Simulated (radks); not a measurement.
The numbers below are computed, except where a source is named.
Question: These are the eigenvalues of the occupied orbitals of an atom or ion with whole-number occupations (eV). Code: a radial shooting solver on a logarithmic mesh with Libxc functionals. Model: scalar-relativistic Kohn-Sham, PBE, spin-polarised, spherical densities, finite nucleus; Fermi nuclear charge, rms radius of each element as measured or else 0.836 A^(1/3) + 0.57 fm.

1s down: -78448.19
1s up: -78448.18
2s up: -13824.99
2s down: -13824.66
2p up: -11992.06
2p down: -11991.80
3s up: -3286.789
3s down: -3286.672
3p up: -2752.725
3p down: -2752.593
3d up: -2172.620
3d down: -2172.388
4s up: -746.6699
4s down: -746.3597
4p up: -571.4341
4p down: -571.1465
4d up: -358.3445
4d down: -358.0088
5s up: -153.4395
5s down: -151.1091
4f up: -121.6000
4f down: -121.0888
5p up: -107.2263
5p down: -104.3290
5d up: -54.0929
5d down: -50.8160

Which element is it, and in what charge state? The configuration may be excited. Open shells, if any, are filled with parallel spins first.

Answer: Z = 78, platinum, charge +4: Pt4+ in [Xe] 4f14 5d6. The list shows which subshells hold electrons but not how many an open one holds; the 1s level, -2882.9 hartree, gives Z - s = 75.9 by -(Z - s)^2/2, which with screening and relativity narrows Z to a few neighbours, and the depths of the outer levels then fix element, charge and occupations together.
